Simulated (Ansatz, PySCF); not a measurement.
Bond stretch in SiH (cation, charge +1), singlet.

- UKS-B3LYP/6-31G* = PySCF 2.14.0 with unrestricted B3LYP/6-31G*, spherical d
- UKS-B3LYP = unrestricted B3LYP/cc-pVQZ (Ansatz, a program for electronic structure)
- UCCSD = CCSD on UHF/cc-pVQZ, frozen core (Ansatz)
- RHF/cc-pVQZ (Ansatz)
- UCCSD(T) = CCSD(T) on UHF/cc-pVQZ, frozen core (Ansatz)

Energies are in kJ/mol, each relative to the lowest point of its own curve near equilibrium.

| R / Å | UKS-B3LYP/6-31G* | UKS-B3LYP | UCCSD | RHF | UCCSD(T) |
|---|---|---|---|---|---|
| 1.24 | 98.5 | 90.0 | 87.2 | 85.2 | 87.7 |
| 1.31 | 49.5 | 44.5 | 42.0 | 40.0 | 42.5 |
| 1.38 | 19.7 | 17.2 | 15.4 | 13.7 | 15.7 |
| 1.43 | 7.6 | 6.2 | 5.1 | 3.8 | 5.3 |
| 1.46 | 3.2 | 2.5 | 1.7 | 0.8 | 1.8 |
| 1.52 | 0.0 | 0.0 | 0.0 | 0.0 | 0.0 |
| 1.57 | 1.8 | 2.2 | 2.9 | 3.8 | 2.8 |
| 1.62 | 6.9 | 7.5 | 8.9 | 10.9 | 8.6 |
| 1.63 | 8.3 | 8.8 | 10.4 | 12.7 | 10.0 |
| 1.79 | 40.5 | 40.7 | 44.2 | 51.7 | 43.3 |
| 1.88 | 64.1 | 64.0 | 68.3 | 79.7 | 66.9 |
| 2.03 | 107.1 | 106.7 | 111.6 | 130.9 | 109.2 |
| 2.28 | 179.0 | 179.4 | 185.1 | 219.2 | 178.9 |
| 2.56 | 243.8 | 246.4 | 251.5 | 312.1 | 243.7 |
| 2.74 | 268.5 | 272.4 | 281.0 | 365.8 | 275.1 |
| 3.06 | 292.7 | 297.7 | 316.5 | 448.4 | 317.8 |
| 3.27 | 301.1 | 306.4 | 319.1 | 493.8 | 320.4 |
| 3.76 | 310.8 | 315.8 | 322.8 | 576.0 | 324.2 |
| 4.15 | 314.3 | 319.2 | 324.3 | 622.1 | 325.8 |
| 4.54 | 316.3 | 321.1 | 325.1 | 655.5 | 326.6 |
| 5.41 | 318.0 | 322.8 | 325.8 | 699.7 | 327.3 |
| 6.03 | 318.1 | 323.1 | 326.0 | 716.4 | 327.5 |

At the longest distance, 6.03 Å, RHF lies highest above its minimum (716.4 kJ/mol) and UKS-B3LYP/6-31G* lowest (318.1 kJ/mol).

The unrestricted determinant behind UKS-B3LYP/6-31G*, UKS-B3LYP is spin-contaminated at 2.56 to 6.03 Å (<S²> up to 1.0, against 0.00 for a pure singlet). The unrestricted determinant behind UCCSD, UCCSD(T) is spin-contaminated at 1.24 to 1.79, 2.03 to 6.03 Å (<S²> up to 1.0, against 0.00 for a pure singlet). The restricted form behind RHF keeps the bonding electrons paired and can't separate into open-shell fragments.
